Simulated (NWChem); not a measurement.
System: MgCl$_{2}$; SMILES [Mg]([Cl])[Cl]

NWChem printed, in part:

```
             Northwest Computational Chemistry Package (NWChem) 7.3.0
             --------------------------------------------------------

 ORDER OF PRIMARY AXIS IS BEING SET TO 4
 D4H symmetry detected

                             Geometry "geometry" -> ""
                             -------------------------

 Output coordinates in angstroms (scale by  1.889725989 to convert to a.u.)

  No.       Tag          Charge          X              Y              Z
 ---- ---------------- ---------- -------------- -------------- --------------
    1 Mg                  12.0000     0.00000000     0.00000000     0.00000000
    2 Cl                  17.0000     0.00000000     0.00000000     2.19297800
    3 Cl                  17.0000     0.00000000     0.00000000    -2.19297800

 Effective nuclear repulsion energy (a.u.)     133.3211870216

      Symmetry information
      --------------------

 Group name             D4h
 Group number             28
 Group order              16
 No. of unique centers     2

  xc_inp: hfexch multiplicative factor not found.

                                 NWChem DFT Module
                                 -----------------

 Summary of "ao basis" -> "ao basis" (spherical)
 ------------------------------------------------------------------------------
       Tag                 Description            Shells   Functions and Types
 ---------------- ------------------------------  ------  ---------------------
 Mg                        def2-tzvp                12       32   5s4p3d
 Cl                        def2-tzvp                13       37   5s5p2d1f

      Symmetry analysis of basis
      --------------------------

        a1g        21
        a1u         0
        a2g         0
        a2u        17
        b1g         6
        b1u         3
        b2g         6
        b2u         3
        eg         24
        eu         26

            General Information
            -------------------
          SCF calculation type: DFT
          Wavefunction type:  closed shell.
          No. of atoms     :     3
          No. of electrons :    46
           Alpha electrons :    23
            Beta electrons :    23
          Charge           :     0
          Spin multiplicity:     1
          Use of symmetry is: on ; symmetry adaption is: on
          Maximum number of iterations: 150
          AO basis - number of functions:   106
                     number of shells:    38
          Convergence on energy requested:  1.00D-06
          Convergence on density requested:  1.00D-05
          Convergence on gradient requested:  5.00D-04

              XC Information
              --------------
                     Hartree-Fock (Exact) Exchange  1.000

      Superposition of Atomic Density Guess
      -------------------------------------

 Sum of atomic energies:       -1118.56200839

      Non-variational initial energy
      ------------------------------

 Total energy =   -1118.765715
 1-e energy   =   -1815.118698
 2-e energy   =     563.031796
 HOMO         =      -0.457167
 LUMO         =      -0.083135

      Symmetry analysis of molecular orbitals - initial
      -------------------------------------------------

 !! scf_movecs_sym_adapt:   18 vectors were symmetry contaminated

  Symmetry fudging

 !! scf_movecs_sym_adapt:   12 vectors were symmetry contaminated

  Numbering of irreducible representations:

     1 a1g         2 a1u         3 a2g         4 a2u         5 b1g
     6 b1u         7 b2g         8 b2u         9 eg         10 eu

  Orbital symmetries:

     1 a1g         2 a2u         3 a1g         4 a1g         5 a2u
     6 a1g         7 a2u         8 eu          9 eu         10 eg
    11 eg         12 a1g        13 a2u        14 eu         15 eu
    16 a1g        17 a2u        18 a1g        19 a2u        20 eu
    21 eu         22 eg         23 eg         24 a1g        25 eu
    26 eu         27 a2u        28 a1g        29 b1g        30 b2g
    31 eg         32 eg         33 a1g

     ---------------------------------------------
      Total Density - Mulliken Population Analysis
     ---------------------------------------------

    Atom       Charge   Shell Charges
 -----------   ------   -------------------------------------------------------
    1 Mg  12    10.71   2.00  0.71  1.28  0.40  0.04  5.11  0.88  0.13  0.05  0.00  0.07  0.03
    2 Cl  17    17.65   2.01  0.45  1.52  1.11  0.86  4.19  1.68  1.13  3.05  1.64  0.00  0.01  0.00
    3 Cl  17    17.65   2.01  0.45  1.52  1.11  0.86  4.19  1.68  1.13  3.05  1.64  0.00  0.01  0.00

 !! scf_movecs_sym_adapt:   16 vectors were symmetry contaminated

  Symmetry fudging

 !! scf_movecs_sym_adapt:   14 vectors were symmetry contaminated

   convergence    iter        energy       DeltaE   RMS-Dens  Diis-err
 ---------------- ----- ----------------- --------- --------- ---------
 d= 0,ls=0.0,diis     1  -1118.7594995862 -1.25D+03  4.32D-03  2.04D-01

 !! scf_movecs_sym_adapt:    2 vectors were symmetry contaminated

  Symmetry fudging

 !! scf_movecs_sym_adapt:    2 vectors were symmetry contaminated

 d= 0,ls=0.0,diis     2  -1118.7944117519 -3.49D-02  1.23D-03  4.65D-02

 !! scf_movecs_sym_adapt:    4 vectors were symmetry contaminated

  Symmetry fudging

 !! scf_movecs_sym_adapt:    2 vectors were symmetry contaminated

 d= 0,ls=0.0,diis     3  -1118.7994854769 -5.07D-03  3.47D-04  7.79D-04

 !! scf_movecs_sym_adapt:    2 vectors were symmetry contaminated

  Symmetry fudging

 !! scf_movecs_sym_adapt:    2 vectors were symmetry contaminated

[...]

                         DFT ENERGY GRADIENTS

    atom               coordinates                        gradient
                 x          y          z           x          y          z
   1 Mg      0.000000   0.000000   0.000000    0.000000   0.000000   0.000000
   2 Cl      0.000000   0.000000   4.144128    0.000000   0.000000   0.004368
   3 Cl      0.000000   0.000000  -4.144128    0.000000   0.000000  -0.004368
```

Level: Hartree-Fock/def2-TZVP. The geometry was optimised at PBE0/def2-SVP.

**Question.** Write an input that gives this output.

**Answer.** Several could match; the one computed here: the input that was run:
```
start job
memory heap 200 mb stack 900 mb global 1100 mb
geometry units angstroms noautoz
  Mg     0.000000     0.000000     0.041935
  Cl     2.192978     0.000000     0.042135
  Cl    -2.192978     0.000000     0.042135
end
basis spherical
  Mg library def2-tzvp
  Cl library def2-tzvp
end
dft
  xc hfexch
  iterations 150
  mulliken
end
task dft gradient
```
